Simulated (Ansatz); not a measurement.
B2Cl4H2 (`Cl[B@H-]1[Cl+][B@H-](Cl)[Cl+]1`), 8 atoms. Total charge 0; spin multiplicity 1. All runs use 4 threads of an Arm Neoverse V2 on a shared host. Correlated methods freeze the cores.

Q: How many basis functions does each run have, and how long does it take in Ansatz? RKS PBE0-D4/def2-TZVP frequencies; RKS ωB97M-V/def2-QZVPP energy; RKS PBE0-D4/def2-QZVPP energy; RKS r2SCAN-D4/def2-TZVPP energy and forces; RKS r2SCAN0-D4/def2-TZVPP energy; RHF-MP2/def2-QZVPP energy; direct RPA on PBE orbitals/def2-TZVPP energy; RKS PBE0-D4/def2-SVP energy; RKS ωB97X-V/def2-TZVPP energy; RKS PBE0-D4/def2-TZVP relaxation (5 steps); RKS HSE06 (plane-wave form)-D4/def2-TZVPP energy; RHF-CCSD(T)/def2-SVP energy. (Best estimate.)

A: The calculation gave: Other jobs shared the machine, so times are rough.

| level | job | functions | wall time | peak host memory (GiB) |
| --- | --- | --- | --- | --- |
| RKS PBE0-D4/def2-SVP | energy | 110 | 1.4 s | 0.48 |
| RKS HSE06 (plane-wave form)-D4/def2-TZVPP | energy | 258 | 4.7 s | 0.96 |
| RHF-CCSD(T)/def2-SVP | energy | 110 | 4.9 s | 0.48 |
| direct RPA on PBE orbitals/def2-TZVPP | energy | 258 | 5.5 s | 0.63 |
| RKS r2SCAN-D4/def2-TZVPP | energy and forces | 258 | 6.5 s | 0.45 |
| RKS r2SCAN0-D4/def2-TZVPP | energy | 258 | 8 s | 0.94 |
| RKS ωB97X-V/def2-TZVPP | energy | 258 | 10 s | 1.1 |
| RKS PBE0-D4/def2-QZVPP | energy | 454 | 12 s | 2.2 |
| RHF-MP2/def2-QZVPP | energy | 454 | 22 s | 2.7 |
| RKS ωB97M-V/def2-QZVPP | energy | 454 | 27 s | 2.6 |
| RKS PBE0-D4/def2-TZVP | relaxation (5 steps) | 222 | 28 s | 0.77 |
| RKS PBE0-D4/def2-TZVP | frequencies | 222 | 2.8 min | 0.76 |
